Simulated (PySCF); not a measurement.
**Computed beside measured shifts**

System: C12H14O (measured compound), SMILES O=C(c1ccccc1)C1CCCC1.

Atom-mapped SMILES (hydrogens are numbered by the atom that bears them): [O:1]=[C:2]([c:3]1[cH:4][cH:5][cH:6][cH:7][cH:8]1)[CH:9]1[CH2:10][CH2:11][CH2:12][CH2:13]1

Method: GIAO PBE0/pcSseg-2, gas phase, PySCF SCF with an in-house response code, fitting set def2-universal-JFIT up to Ne and JKFIT beyond, grid level 2, non-relativistic, on the PBE0-D3(BJ)/def2-SVP geometry.

One optimised conformer. Values are averaged over the atoms that symmetry or fast rotation interchanges, on this one geometry and without vibrational averaging. Shifts are the reference shielding less the shielding here, at the same level (13C, 1H against isolated TMS; 17O against isolated H2O); nuclei without a reference have shieldings only.

Problem. What shifts does this level give for C9, C10/13, C11/12, and how do they compare with measurement?

Solution. 
```json
{"atom": "C9", "nucleus": "13C", "computed / ppm": "47.3", "measured / ppm": "46.4", "computed less measured": "0.9", "measured against": "TMS", "medium of the measurement": "not stated per compound (mostly CDCl3 or CCl4)"}
{"atom": "C10/13", "nucleus": "13C", "computed / ppm": "32.0", "measured / ppm": "30", "computed less measured": "2.0", "measured against": "TMS", "medium of the measurement": "not stated per compound (mostly CDCl3 or CCl4)"}
{"atom": "C11/12", "nucleus": "13C", "computed / ppm": "30.6", "measured / ppm": "26.3", "computed less measured": "4.3", "measured against": "TMS", "medium of the measurement": "not stated per compound (mostly CDCl3 or CCl4)"}
```

Measured values: Pretsch, Buehlmann, Badertscher, Structure Determination of Organic Compounds, 4th ed..
